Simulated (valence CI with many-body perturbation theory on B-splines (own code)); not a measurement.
Results of a calculation; reference values are marked as such.
# Ag³²⁺: input, log and results

The program does CI of the valence electrons with many-body perturbation theory for a frozen closed Dirac-Fock core.

Command, and the settings that its task file holds:

```sh
python run_cv.py task.json out
```

```
atom Ag  Z=47  mass_number=107  rms_radius_fm=4.5454
core [Ne]
valence 3s2 4p3
avg = 1
basis = S
breit = 1
cap = 10000
capref = 1200
cscale = 1
de = 0.0
dress = 0
eps = 2e-08
extrap = 1
h = 0.27
hh = 1
l2 = 3
lcore = 6
maxit = 60
n2 = 5
natural = 1
nlev = 21
nno = [3, 3, 3, 2, 1]
nroot = 26
nsp = [3, 3, 2, 1, 0]
pt2 = 1
qed = 1
rpa = 1
s1 = 1
s2 = 1
s3 = 1
screen = 1
tol = 2e-05
whole = 1
```

Q: What became of the run, and why?

A: It gave no result: the start configuration must fill the lowest shells above the core. The program said: "4p is not the lowest shell of its kind above the core".
